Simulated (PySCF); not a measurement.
Computed Raman spectrum (relative Raman activity) of a molecule C2H7FO2Si. The structure is a stationary point at PBE0-D3(BJ)/def2-SVP. The values are those of a single conformer. Method: PBE0-D3(BJ)/def2-SVP (PySCF 2.14.0). Frequencies are harmonic and unscaled.

Lines under 2 % of the strongest are left out, and lines within 2 cm⁻¹ are merged.

ν (cm⁻¹): 409 (vw), 678 (w), 748 (w), 816 (vw), 851 (w), 933 (vw), 1079 (vw), 1145 (vw), 1265 (vw), 1306 (w), 1361 (vw), 1452 (w), 1479 (w), 2265 (vs), 2990 (vs), 3054 (vs), 3149 (s), 3162 (s), 3862 (s), 3939 (vs) (against the strongest line: vs over 80 %, s over 45 %, m over 15 %, w over 4 %, vw less)

Problem. Which structure fits?
(A) OC[Si@H](O)CF
(B) C[C@@H](O)[Si@@H](O)F
(C) C[C@H](F)[SiH](O)O
(D) CO[Si@H](O)CF

Solution. B, C[C@@H](O)[Si@@H](O)F
